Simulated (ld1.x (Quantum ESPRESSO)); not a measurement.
# Varying the TM semilocal potential for Yb

Base potential:

Yb, norm-conserving Troullier–Martins (semilocal form), made with ld1.x (Quantum ESPRESSO) 7.5 (PBE, scalar-relativistic). Core [Kr], reference 4d10 4f14 5s2 5p6 5d0 6s1.5 6p0 (charge +0.5). Waves: 5s (bound): rc 1.20 bohr; 5p (bound): rc 2.15 bohr; 4d (bound): rc 0.50 bohr; 4f (bound): rc 0.85 bohr. Local part: the f channel. Core correction: Bessel-smoothed model core, default radius (core density twice the valence density).

Occupied shells without a wave of their own: 6s. They enter only through the test configuration that unscreens the potential, and ld1.x also counts them in the model core charge.

All-electron outer shells of the reference configuration (PBE, scalar-relativistic, ld1.x):

| shell | level (eV) | outermost node (bohr) | outermost maximum (bohr) |
| --- | --- | --- | --- |
| 4s | -463.31 | 0.25 | 0.46 |
| 4p | -341.44 | 0.26 | 0.48 |
| 4d | -181.12 | 0.24 | 0.49 |
| 5s | -58.16 | 0.58 | 1.07 |
| 5p | -30.66 | 0.62 | 1.24 |
| 6s | -6.50 | 1.46 | 3.16 |
| 4f | -6.21 | – | 0.49 |
| 5d | -3.39 | 0.70 | 2.02 |
| 6p | -3.22 | 1.80 | 4.32 |

Cutoffs, loose and tight: the cutoffs (Ry, on a coarse ladder) from which the occupation-weighted sum of valence levels, in a spherical-Bessel basis at the reference potential, stays within 10 and 1 mRy of its value at 400 Ry. They do not see the model core or the augmentation charge, which bear on the density cutoff. Test errors are all-electron minus pseudo excitation energies from the reference, over the configurations 4d10 4f14 5s2 5p6 5d0 6s2 6p0; 4d10 4f14 5s2 5p6 5d0 6s1 6p0; 4d10 4f14 5s2 5p6 5d0 6s0 6p0; 4d10 4f14 5s1 5p6 5d0 6s2 6p0; 4d10 4f12 5s2 5p6 5d0 6s0 6p0; 4d10 4f13 5s2 5p6 5d0 6s0 6p0; 4d9 4f14 5s2 5p6 5d0 6s2 6p0. A dash means not determined; rows that change the core or the reference have their own tests.

With those shells counted twice in exchange and correlation these files are broken, and their errors move erratically; no question is asked of them.

Cutoffs are not given where the Bessel-basis levels miss the radial ones by over 6 mRy, ghosts where they miss by over 20 mRy; a channel whose overlap is not positive is not tested.

In the semilocal form every listed channel keeps its own potential, so the choice of the local channel does not act on these tests. It acts once the file is put into the separable form.

A semilocal file is local in each channel, so a ghost entry of none says nothing of the separable form that plane-wave codes build from it.

The default core radius of the base comes out at 0.31 bohr.

| change | outcome | cutoff, loose | cutoff, tight | bound ghosts | largest test error (meV) |
| --- | --- | --- | --- | --- | --- |
| base | generated | – | – | not determined | -411 |
| core correction Bessel-smoothed model core inside 0.36 bohr | generated | – | – | not determined | -411 |
| reference 4d10 4f14 5s2 5p6 5d0 6s2 6p0 | generated | – | – | not determined | -737 |
| wave 5p (bound): rc 2.15 bohr becomes 5p (bound): rc 2.42 bohr | generated | – | – | not determined | -394 |
| wave 4d (bound): rc 0.50 bohr becomes 4d (bound): rc 0.66 bohr | generated | – | – | not determined | -411 |
| all radii but the core radius scaled by about 0.96 (s 1.16, p 2.06, d 0.48, f 0.82 bohr) | generated | – | – | not determined | -416 |
| core [Xe] 4f13, valence charge 3; reference 5d1 6s1 6p0; waves now 6s (bound): rc 3.00 bohr; 6p (bound): rc 3.80 bohr; 5d (bound): rc 0.65 bohr; local potential the d channel; core correction none | failed: run_pseudo: Errors in PS-KS equation | – | – | – | – |
| local potential the p channel | generated | – | – | not determined | -410 |
| type ultrasoft, which also changes the form from semilocal to separable; waves now 5s (bound): rc 1.20 bohr; 6s (bound): rc 1.20 bohr; 5p (bound): rcut 1.90, rcutus 2.15 bohr; 6p (bound): rcut 1.90, rcutus 2.15 bohr; 4d (bound): rc 0.50 bohr; 5d (bound): rc 0.50 bohr; 4f (bound): rcut 0.75, rcutus 0.85 bohr; 4f channel at 0.25 Ry: rcut 0.75, rcutus 0.85 bohr; local potential all-electron potential smoothed inside 1.60 bohr (lloc = -1); augmentation PSQ, radius 0.50 bohr | failed: compute_q_3bess: problem with the q_i coefficients | – | – | – | – |
| wave 5s (bound): rc 1.20 bohr becomes 5s (bound): rc 1.66 bohr | generated, misses its reference levels by 0.36 eV | – | – | not determined | -1890 |
| functional PBEsol | generated | – | – | not determined | -598 |
| wave 4f (bound): rc 0.85 bohr becomes 4f (bound): rc 0.92 bohr | generated | – | – | not determined | -421 |
| core [Kr] 4d10 4f13, valence charge 11; reference 5s2 5p6 5d2 6s1 6p0; waves now 5p (bound): rc 2.05 bohr; 5d (bound): rc 3.20 bohr; 5s (bound): rc 2.05 bohr; local potential the s channel; core correction a·sin(br)/r model core inside 1.00 bohr | generated, misses its reference levels by 1.58 eV | 30 Ry | 45 Ry | none | no test is counted, since the test run did not reproduce the reference configuration |
